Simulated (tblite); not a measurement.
C5H8Si (charge +1 and doublet state).
Cartesian coordinates in Å at the GFN2-xTB level; atoms count from 1:
```xyz
14
C5H8Si angstrom
C      2.2475    0.0140    0.7486
Si     0.6991   -0.1511   -0.3098
C     -0.6075    1.2678   -0.0705
C     -1.8356    0.7698    0.1870
C     -1.8811   -0.6262    0.4873
C     -0.6903   -1.2616    0.4747
H      2.9039    0.7951    0.3671
H      2.8253   -0.9094    0.7455
H      2.0152    0.2543    1.7870
H      0.7573   -0.4559   -1.7340
H     -0.3684    2.3162   -0.1273
H     -2.7335    1.3752    0.1527
H     -2.8152   -1.1359    0.6913
H     -0.5172   -2.2527    0.8583
```

Structure optimised with GFN2-xTB, isolated species. This method treats the open shell by occupation alone, without spin polarisation.

Masses are those of the commonest isotopes; rigid-rotor values at the optimised geometry. The values belong to one conformer with, in the numbering `[CH3:1][Si@@H:2]1[CH:3]=[CH:4][CH:5][CH+:6]1`, C1–Si2–C3–C4 -128°, C3–C4–C5–C6 0°, C4–C5–C6–Si2 -12°, C1–Si2–C6–C5 129°.

What are A, B and C (MHz)?

Ia = 87.07, Ib = 221.97, Ic = 271.59 u·Å²; 505379 MHz·u·Å²/I gives A = 5804, B = 2277, C = 1861 MHz.

What kind of rotor is it?

An asymmetric top: κ = (2 × 2277 − 5804 − 1861)/(5804 − 1861) = -0.79.

What does the inertial defect say?

Not planar: Δ = Ic − Ia − Ib = -37.45 u·Å². For a rigid frame Δ = −2 Σ m c², so Σ m c² = 18.73 u·Å² lies off the ab plane: 7.09 from hydrogen and 11.63 from heavier atoms. The atom farthest from that plane is 1.95 Å away.

Give the other two planar moments, Paa and Pbb, and the rms extents of the mass along the axes.

Paa = Σ m a² = (Ib + Ic − Ia)/2 = 203.25 and Pbb = Σ m b² = (Ia + Ic − Ib)/2 = 68.35 u·Å². With the mass M = 96.04 u, the rms extents √(P/M) along a, b and c are 1.45, 0.84, 0.44 Å.

For this open shell read J as N, the rotation without spin; fine and hyperfine splittings come on top. Its GFN2-xTB frequencies are all real (lowest 96 cm⁻¹). Constants of a rigid frame at the computed geometry: no zero-point averaging, no centrifugal distortion.

On Arm Neoverse V2, one thread, no GPU (shared host), this took 0.47 s wall. These figures are those of the optimisation.
